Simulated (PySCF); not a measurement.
# Structure from NMR data

The spectra below were simulated for a compound C$_{6}$H$_{14}$OSi$_{2}$.

1H NMR (300 MHz, computed): δ 5.35 (br s, 1H), 5.12 (br s, 1H), 4.83 (m, 1H), 4.82 (s, 3H), 4.58 (m, 1H), 4.20 (m, 1H), 2.70 (m, 1H), 2.14 (s, 3H), 1.94 (m, 1H), 1.06 (m, 1H).

13C{1H} NMR (computed): δ 169.8 (C), 116.7 (CH2), 82.3 (CH), 53.8 (CH), 28.3 (CH3), 15.2 (CH2).

[PySCF 2.14: σ from GIAO-PBE0/pcSseg-1; geometry: GFN2-xTB; rapidly exchanging positions averaged; in vacuum; non-relativistic Hamiltonian; one conformer]

Scale: TMS for 1H (σ = 31.72 ppm) and 13C (σ = 186.93 ppm) (reference shieldings calculated alike).

Which candidate is it?
A. C=C(C)[C@@H]1C[SiH2][C@H]1O[SiH3]
B. C=C(C)[C@@H]1[SiH2][C@H]1O[SiH2]C
C. C=C(C)[Si@H]([SiH3])C1COC1
D. C[SiH](C)/C=C\C(=O)C[SiH3]

## Answers

A. 

The formula gives 2 degrees of unsaturation (1 ring in the answer). 6 carbon signals for 6 carbons: no two carbons are equivalent. Carbon types of the structure: 1 × C, 2 × CH, 2 × CH2, 1 × CH3, leaving 5 H on heteroatoms. δC 169.8: fully substituted alkene carbon. δC 116.7: terminal =CH2 carbon; as expected for a trigonal carbon in a double bond. δC 82.3: sp3 CH bonded to O and Si; the inductive effect lowers its shielding. δC 28.3: allylic methyl carbon; a saturated carbon with 1 carbon neighbour and no heteroatom attached. δH 5.35, 5.12: hydrogen on a terminal =CH2 carbon; olefinic region.

The others: C=C(C)[C@@H]1[SiH2][C@H]1O[SiH2]C has carbons computed at 157.8, 106.8, 64.8, 29.7, 28.5, -1.2, with a different DEPT pattern; C[SiH](C)/C=C\C(=O)C[SiH3] would give 5 carbon signals, not 6; C=C(C)[Si@H]([SiH3])C1COC1 has carbons computed at 152.3, 135.0, 76.0, 75.3, 27.2, 21.5, with a different DEPT pattern.

Shifts are as computed. Against solution values, carbons near 30 ppm lie about +3 ppm off and those near 130 ppm about +5 ppm. Of 1211 compounds with measured shifts, 218 miss one by over three times the rms of a fit or turn the order of signals round; such compounds aren't used in these exercises. Multiplicities follow the n + 1 count of equivalent neighbours, as no J values were calculated; m marks all less simple cases, F and P coupling included.
